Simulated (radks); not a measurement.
These are the eigenvalues of the occupied orbitals of an atom or ion with whole-number occupations (hartree). All-electron calculation, scalar-relativistic Kohn-Sham, PBEsol, spin-polarised, spherical densities, finite nucleus; Fermi nuclear charge, rms radius of each element as measured or else 0.836 A^(1/3) + 0.57 fm. Program: a radial shooting solver on a logarithmic mesh with Libxc functionals.

1s: -552.2880
2s: -73.96288
2p: -65.60816
3s: -11.14606
3p: -8.46718
3d: -4.03284
4s: -1.38249
4p: -0.79532

Which element is it, and in what charge state? The configuration may be excited. Open shells, if any, are filled with parallel spins first.

Answer. Z = 37, rubidium, charge +1: Rb+ in [Kr]. The list shows which subshells hold electrons but not how many an open one holds; the 1s level, -552.29 hartree, gives Z - s = 33.2 by -(Z - s)^2/2, which with screening and relativity narrows Z to a few neighbours, and the depths of the outer levels then fix element, charge and occupations together.
